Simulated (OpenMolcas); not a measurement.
# Cr3+, Mo3+, W3+: d3 down the group

- Program: OpenMolcas 26.06
- Method: SS-RASPT2, IPEA 0.25 Eh, imaginary shift 0.1 Eh
- Basis: ANO-RCC-VTZP
- Scalar Hamiltonian: DKH2, point nucleus
- Spin-orbit coupling: state interaction with AMFI integrals over the reference wave functions, term energies averaged over their components

Active space for each ion: 9 electrons in 8 orbitals (RAS1 p, at most 2 holes; RAS2 d); closed shells correlated by CASPT2: Cr3+ 3s; Mo3+ 4s; W3+ 5s.

Computed levels in cm-1 above 4F 3/2:

```
                               Level   Cr3+   Mo3+    W3+
                              4F 5/2    258    799   3860
                              4F 7/2    609   1804   7290
                              4F 9/2   1045   2940   9960
                              4P 1/2  14650  10700  12120
                              4P 5/2  15070  12020  18440
                              2G 7/2  15420  12170  16530
                              2G 9/2  15790  12900  26040
                              2P 1/2  19900  14580  19410
                              2H 9/2  21500  16660  17510
weight of 4F in the lowest level (%)    100     99     86
```

Mixed levels, with the weight of the term that names them: W3+ 4F 9/2 (72 %), W3+ 4P 1/2 (52 %), W3+ 2G 9/2 (52 %), W3+ 2P 1/2 (52 %), W3+ 2H 9/2 (54 %).

Measured, with the error of the calculation in %. Measured levels: Cr3+ from Sugar and Corliss, J. Phys. Chem. Ref. Data 6, 317 (1977); Mo3+ from Sugar and Musgrove, J. Phys. Chem. Ref. Data 17, 155 (1988); W3+ from the list in J. Phys. B 45, 035001 (2012).

| Level | Cr3+ | Mo3+ | W3+ |
| --- | --- | --- | --- |
| 4F 5/2 | 236 (+9.3) | 778 (+2.7) | 3537 (+9.1) |
| 4F 7/2 | 556 (+9.6) | 1760 (+2.5) | 6745 (+8.2) |
| 4F 9/2 | 946 (+10.5) | 2865 (+2.7) | 9256 (+7.6) |
| 4P 1/2 | 14059 (+4.2) | 10338 (+3.5) |  |
| 4P 5/2 | 14471 (+4.1) | 11612 (+3.5) | 17190 (+7.3) |
| 2G 7/2 | 15052 (+2.5) | 11580 (+5.1) | 15261 (+8.3) |
| 2G 9/2 | 15402 (+2.5) | 12311 (+4.8) |  |
| 2P 1/2 | 19519 (+2.0) | 14348 (+1.6) |  |
| 2H 9/2 | 21066 (+2.0) | 15995 (+4.2) |  |

The fine-structure level 4F 9/2 changes by a factor of 9.53 from Cr3+ to W3+.

Without spin-orbit coupling 4P lies 14320, 9840, 9900 cm-1 above 4F in that order; the difference to the level 4P 1/2, of either sign, comes from spin-orbit coupling, which also lowers the zero.

CASPT2 breaks the degeneracy within a term, and the mean is taken; among the terms shown or strongly mixed into the levels shown the widest spread is 270 cm-1 (5d3 2G, W3+). Over all roots computed the reference weight is 0.91 to 0.97 in W3+; the roots of lowest weight are the least certain, and an intruder state may touch them. Active for correlation alone: 3p; no level in the range computed is led by a configuration that opens it, so any true level of that kind is missing (holds for Cr3+). Active for correlation alone: 4p; no level in the range computed is led by a configuration that opens it, so any true level of that kind is missing (holds for Mo3+). Active for correlation alone: 5p; no level in the range computed is led by a configuration that opens it, so any true level of that kind is missing (holds for W3+). The CASPT2 spread within a term exceeds the gap to the next term for 5d3 2H and 5d3 2D(1), so the order of their levels is uncertain (holds for W3+). Measured partners are found by configuration, term and J. A level has none where our copy of the source lacks it or the pairing is in doubt (some pairs that miss far off the trend of their configuration count as doubtful), and it then counts in no deviation. Only configurations of the active space appear.

A number in round brackets counts repeated terms of one configuration in the order of the reference energies.
